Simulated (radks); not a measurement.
The nuclear charge of the iron ion Fe+ is varied continuously with 25 electrons held in [Ar] 3d6 4s1. Method: scalar-relativistic Kohn-Sham, BLYP, spin-polarised, spherical densities, finite nucleus; open shells are filled with parallel spins first; Fermi nuclear charge, rms radius 3.7377 fm; computed with a radial shooting solver on a logarithmic mesh with Libxc functionals. By the Hellmann-Feynman theorem dE/dZ = E(electron-nucleus)/Z, the electronic potential at the nucleus (averaged over a nucleus of fixed radius). The scalar-relativistic energy here is not variational (the density holds large components alone), so the two differ by a part that grows with Z.

Z     E (hartree)  E(electron-nucleus)/Z (hartree)  HOMO  e(HOMO) (eV)  <r> HOMO (bohr)
25    -1158.74204                         -110.785    3d        -1.219            1.611
25.5  -1214.92689                         -113.775    3d        -6.593            1.308
26    -1272.60474                         -116.746    4s       -12.938            2.653
26.5  -1331.76849                         -119.706    4s       -18.166            2.454
27    -1392.41404                         -122.660    4s       -23.978            2.290

The central difference of E at Z = 26 is -116.842 hartree, to compare with the third column; the second derivative is -5.94 hartree.
